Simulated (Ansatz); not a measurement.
Ti₂O₃⁺, relaxed as a doublet with UKS B3LYP-D4/def2-SVP in Ansatz, starting from the GFN1-xTB geometry. Force threshold 0.02 eV/Å.

The structure holds one bond between oxygen atoms, so isomers without such links may lie far lower. The charge 1 doublet is spin-contaminated (final ⟨S²⟩ up to 1.75, 0.75 for a pure state). Another isomer (doublet) lies 3.74 eV lower at PBE0-D4/def2-TZVP; other spin states weren't run for this one.

Start:

```xyz
5

Ti   -1.771   -0.366   -0.773
Ti    0.231   -0.238    0.942
O     1.652    0.699    1.097
O    -2.007    0.518   -2.080
O     1.895   -0.614    0.814
```

```csv
step,energy (eV),largest force component (eV/Å),SCF passes
1,-52351.0472,3.251,85
2,-52351.8525,1.494,51
3,-52352.0941,1.167,57
4,-52352.1995,1.309,59
5,-52352.2993,1.365,56
6,-52352.4144,1.317,56
7,-52352.5406,1.213,56
8,-52352.7150,1.116,55
9,-52352.9994,0.786,50
10,-52353.4357,1.202,51
11,-52353.8960,0.946,55
12,-52354.0678,0.558,64
13,-52354.1426,0.442,65
14,-52354.3666,0.837,62
15,-52354.7670,1.105,63
16,-52355.0435,0.706,124
17,-52355.1537,1.343,78
18,-52355.2417,0.401,64
19,-52355.3141,0.797,72
20,-52355.3949,0.989,68
21,-52355.5316,2.006,66
22,-52355.7592,1.110,50
23,-52355.8129,0.613,45
24,-52355.8240,0.145,45
25,-52355.8252,0.060,42
26,-52355.8254,0.046,44
27,-52355.8255,0.001,31
```

Force components are those of the run's own axes.

End:

```tsv
atom	x (Å)	y (Å)	z (Å)
Ti1	-0.361	-0.795	-1.124
Ti2	-0.180	0.839	0.969
O3	1.194	0.314	-0.351
O4	-1.500	0.437	-0.039
O5	0.848	-0.795	0.545
```

Bonds formed: Ti1–O3, Ti1–O5, Ti2–O4 (atoms count from 1).

No frequencies were taken in this run, so the end may be a saddle point.

Hardware: 4 threads of Intel Xeon on a shared host. Wall time 6.6 min.
